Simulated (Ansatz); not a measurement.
## One elementary step

Start structure (SiNH7SO, closed shell), relaxed at PBE0-D4/def2-TZVP:

```
11
angstrom
Si -1.1319 0.5500 0.3997
S -0.2825 -0.9120 1.7581
H -2.1635 -0.2796 -0.2671
H -1.7391 1.6539 1.1813
N -0.0492 1.2477 -0.7080
H 1.1111 -1.4625 -0.2236
O 1.4264 -1.3349 -1.1302
H 0.6046 -0.0687 2.3130
H 0.5613 0.6414 -1.2419
H 0.3685 2.1415 -0.5106
H 1.2941 -2.1767 -1.5709
```

The step: SiNH₅S ([NH2][SiH2][SH]) + H₂O → SiNH₅O ([NH2][SiH2][OH]) + H₂S; bonds formed: Si1–O7, S2–H6; bonds broken: Si1–S2, H6–O7. Ansatz 0.2.0; basis: def2-TZVPP and def2-QZVPP; cores frozen in the correlated methods. Extrapolation: Hartree–Fock as exp(−7.88 √X), correlation as X^−2.97. Energies below are by CCSD(T) at an estimated basis limit (MP2 extrapolated from triple and quadruple zeta, plus CCSD(T) − MP2 in triple zeta).

(1) What are the electronic barrier and the energy of the step, from the start structure to the end structure? (To be estimated.)

The T1 diagnostic stays at or below 0.012.

Results:

(1) By the calculation: Barrier 139.2 kJ/mol; step energy -27.3 kJ/mol (downhill); reverse barrier, their difference, 166.5 kJ/mol. Barrier and step energy count from the start structure, the reverse barrier from the end structure.

The saddle point: One imaginary mode of 927i cm⁻¹.
| pair | start (Å) | saddle (Å) | end (Å) |
| --- | --- | --- | --- |
| Si1–O7 | 3.53 | 1.85 | 1.66 |
| S2–H6 | 2.48 | 1.58 | 1.35 |
| Si1–S2 | 2.17 | 2.62 | 3.84 |
| H6–O7 | 0.97 | 1.26 | 2.32 |

Zero-point energy (harmonic, PBE0-D4): ZPE is 203.3 kJ/mol at the start and 193.9 kJ/mol at the saddle, so the barrier goes from 139.2 to 129.7 kJ/mol.

Labels in which every atom is bracketed show which atoms are joined, not bond orders.

For scale, one of the runs: CCSD(T)/def2-TZVPP, 244 basis functions, launched by `ansatz run in.yaml --threads 4 --pin off --events-out ev --progress --plain --max-ram 9574MiB`. The run took 74 s on 4 CPU threads of an AMD EPYC 9R14 (shared host), with 4.7 GiB of host memory at its peak.
